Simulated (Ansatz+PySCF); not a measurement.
A calculation with Ansatz (development build ahead of 0.2.0).

```yaml
crystal:
  periodic: [false, false, false]
  atoms:
    - { symbol: Sc, position_ang: [0.0, 0.0, -0.45197] }
    - { symbol: O, position_ang: [0.0, 0.0, 1.18642] }
basis:
  gaussian: { orbitals: def2-SVP }
magnetization:
  spin_polarized: true
  initial_magnetization: 1
hamiltonian:
  xc: hf
correlation:
  method: mp2
  frozen_orbitals: { O: 1, Sc: 5 }
scf:
  omitted_lower_state_checks: [stability, starts, atomic_configurations, cluster_reference, orbital_swaps, given_window_search, neighbouring_geometries, increment]
```

The input is written out in the form of the current development build from the run's settings.

Output:

- Converged: yes
- Reference energy: -834.45833 hartree
- Correlation energy: -0.41416 hartree
- Total energy: -834.87249 hartree
- Spin squared of the determinant: 0.756
- Occupied orbitals by symmetry in an Abelian subgroup (alpha; beta): 9 A1 3 B1 3 B2; 8 A1 3 B1 3 B2
